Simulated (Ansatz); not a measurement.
`COC(=N)Br` + HI → `N=C(Br)I` + CH₃OH  (substitution at a C–O bond)

Gas-phase electronic energies from Ansatz, PBE0-D4/def2-TZVP geometries. CCSD(T)/CBS is the MP2 limit (def2-TZVPP, def2-QZVPP) plus CCSD(T) − MP2 in def2-TZVPP, frozen cores. This one scheme is used for every species. Functionals use def2-TZVPP. def2 core potentials past Kr. For Br, I outer-core shells are correlated without core-valence functions, which leaves a few kJ/mol of doubt a bond. Scalar relativity is left out up to krypton. One conformer a species, not always the lowest.

```
          level  ΔE (kcal/mol)
         PBE-D4            4.6
       PBE-QIDH            7.1
        r2SCANh            7.1
CCSD/def2-TZVPP            7.2
```

Problem. What does CCSD(T)/CBS give? (Best estimate.)

Solution. The calculation gave: +4.3 kcal/mol. The listed levels differ from it by 0.3, 2.8, 2.8, 2.9 kcal/mol.

Largest T1 diagnostic among the species: 0.011.

Leaving LDA and LC-ωPBE aside and taking each functional with its dispersion term where it has one, the values, not all of them listed here, spread over 5.2 kcal/mol, from BLYP-D4 to CAM-B3LYP-D4. LDA lies +4.8 kcal/mol from PBE without D4. At CCSD(T), def2-SVP lies +6.7 kcal/mol from the extrapolated value and def2-TZVPP +2.1 kcal/mol.

CCSD(T)/CBS has its own doubt, a few kJ/mol and more with outer-core shells, so smaller differences from it don't rank the levels.
